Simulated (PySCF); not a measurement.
BrF2H2NSi, SMILES N[Si](F)(F)Br. Heavy atoms are numbered as in [NH2:1][Si:2]([F:3])([F:4])[Br:5]. Hydrogens are named by the atom that carries them.

Geometry: PBE0-D3(BJ)/def2-SVP. The structure was generated by enumeration, and PubChem lists no compound with its InChIKey, so it may never have been made. The values are those of a single conformer.

Level of theory: PySCF with PBE0/pcSseg-1.

GIAO shieldings, no solvent; atoms alike by connectivity are averaged. δ = σ(ref) − σ: ¹⁵N against NH3 (σ = 267.4 ppm); ²⁹Si against TMS (σ = 352.7 ppm); ¹⁹F against CFCl3 (σ = 167.2 ppm); ¹H against TMS (σ = 31.56 ppm), references at their B3LYP-D3(BJ)/def2-TZVP geometries, non-relativistic (without spin–orbit terms, shifts of atoms bonded to Cl or Br come out too high).

| atoms | nucleus | count | δ (ppm) |
|---|---|---|---|
| N1 (NH2) | ¹⁵N | 1 | 37.8 |
| Si2 | ²⁹Si | 1 | … |
| F3 | ¹⁹F | 2 | … |
| H on N1 | ¹H | 2 | 1.74 |

Q: Fill in the missing entries. (Estimate from the structure and the level; the computed values follow.)

A: 
- F3, δ (ppm): -127.8
- Si2, δ (ppm): -34.6
